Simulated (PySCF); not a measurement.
# Correlation energy of Br+ (bromine, charge +1)

[Ar] 3d10 4s2 4p4, high-spin 3P determinant. Calculation: PySCF 2.14, in Sapporo-DKH3-DZP-2012; scalar relativity by spin-free X2C-1e. Frozen: [Ar] 3d10; 6 electrons correlated.

MP2 pair energies summed by pair of shells (mhartree):

| pair | energy | share (%) |
| --- | --- | --- |
| 4p-4p | -37.30 | 48.9 |
| 4s-4p | -33.28 | 43.6 |
| 4s-4s | -5.76 | 7.5 |

Total MP2 correlation energy: -76.34 mhartree.

Same-spin part -19.24 and opposite-spin part -57.10 mhartree; SCS-MP2 scales them by 1/3 and 6/5 to -74.94 mhartree.

```
  level  correlation energy (mhartree)
   CCSD                         -91.88
    (T)                          -1.14
CCSD(T)                         -93.02
```

Diagnostics: T1 = 0.0066, D1 = 0.0215, largest double amplitude 0.057.

Cost of the coupled-cluster step: 0.42 s of wall time on 1 thread of Neoverse-V1 (shared host), for 6 correlated electrons.
